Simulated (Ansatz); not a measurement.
Si6Ge⁻. Total charge -1; doublet. Geometry PBE-D4/def2-SVPD.

```tsv
atom	x (Å)	y (Å)	z (Å)
Si1	0.879	0.722	-0.202
Si2	-0.621	1.478	-1.935
Si3	-0.405	0.491	2.038
Si4	-0.078	-0.848	-1.987
Si5	-1.641	0.263	-0.037
Si6	1.794	-0.345	1.753
Ge7	0.071	-1.761	0.370
```

Another isomer (doublet) lies 0.29 eV lower at PBE0-D4/def2-TZVPD; other spin states weren't run for this one.

Q: Estimate the α-spin orbital energies around the gap (eV) in Ansatz with PBE-D4/def2-TZVPD, r2SCAN-D4/def2-TZVPD, B97M-V/def2-TZVPD, PBE0-D4/def2-TZVPD.

A: 
| orbital | PBE-D4/def2-TZVPD | r2SCAN-D4/def2-TZVPD | B97M-V/def2-TZVPD | PBE0-D4/def2-TZVPD |
| --- | --- | --- | --- | --- |
| HOMO−5 | -2.64 | -2.89 | -2.90 | -3.53 |
| HOMO−4 | -2.19 | -2.42 | -2.38 | -2.96 |
| HOMO−3 | -1.70 | -1.90 | -1.92 | -2.51 |
| HOMO−2 | -1.49 | -1.66 | -1.70 | -2.28 |
| HOMO−1 | -0.99 | -1.14 | -1.16 | -1.72 |
| HOMO | -0.44 | -0.66 | -0.55 | -1.16 |
| LUMO | 0.39 | 0.36 | 0.41 | 0.94 |
| LUMO+1 | 1.24 | 1.36 | 1.35 | 1.87 |
| LUMO+2 | 1.54 | 1.64 | 1.61 | 2.16 |
| LUMO+3 | 1.97 | 2.21 | 2.05 | 2.56 |
| LUMO+4 | 2.07 | 2.32 | 2.11 | 2.63 |
| LUMO+5 | 2.22 | 2.44 | 2.34 | 2.84 |
| β HOMO | -0.89 | -1.03 | -1.05 | -1.59 |
| β LUMO | 0.04 | 0.14 | 0.07 | 0.63 |
